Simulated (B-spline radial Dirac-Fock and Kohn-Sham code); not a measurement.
**The Ni-like isoelectronic sequence (28 electrons), Z = 28 to 35**

The computed values come from a B-spline atomic structure program: multi-electron Dirac-Fock with separately optimised hole states, Breit and Lamb-shift corrections added in first order. Binding energies in eV, tabulated ground configurations. Correlation and solid-state effects are left out.

| ion | configuration | 1s | 2p1/2 | 2p3/2 | 3s | outermost level | NIST ionisation energy |
| --- | --- | --- | --- | --- | --- | --- | --- |
| Ni | [Ar] 3d8 4s2 | 8345.6 | 886.2 | 869.1 | 129.3 | 7.34 (4s) | – |
| Cu⁺ | [Ar] 3d10 | 8996.0 | 968.7 | 948.6 | 141.9 | 17.22 (3d5/2) | 20.29239 |
| Zn²⁺ | [Ar] 3d10 | 9689.7 | 1074.5 | 1051.2 | 172.2 | 37.02 (3d5/2) | 39.7233 |
| Ga³⁺ | [Ar] 3d10 | 10413.1 | 1188.7 | 1161.6 | 206.8 | 60.77 (3d5/2) | 63.241 ± 0.009 |
| Ge⁴⁺ | [Ar] 3d10 | 11166.2 | 1310.8 | 1279.5 | 245.3 | 88.16 (3d5/2) | 90.5 ± 0.019 |
| As⁵⁺ | [Ar] 3d10 | ? | ? | ? | ? | ? | ? |
| Se⁶⁺ | [Ar] 3d10 | 12761.0 | 1578.4 | 1537.4 | 333.0 | 153.2 (3d5/2) | 155.327 ± 0.012 |
| Br⁷⁺ | [Ar] 3d10 | 13602.9 | 1723.8 | 1677.1 | 382.0 | 190.7 (3d5/2) | 192.61 ± 0.06 |

Q: Fill in the row of As⁵⁺.

A: 1s 11948.8, 2p1/2 1440.8, 2p3/2 1404.9, 3s 287.3, outermost 119.0 (3d5/2), NIST 121.19 ± 0.06 eV.

NIST's values are for the lowest levels; a dash marks a value that is missing or belongs to another shell. Their kind here: measured.
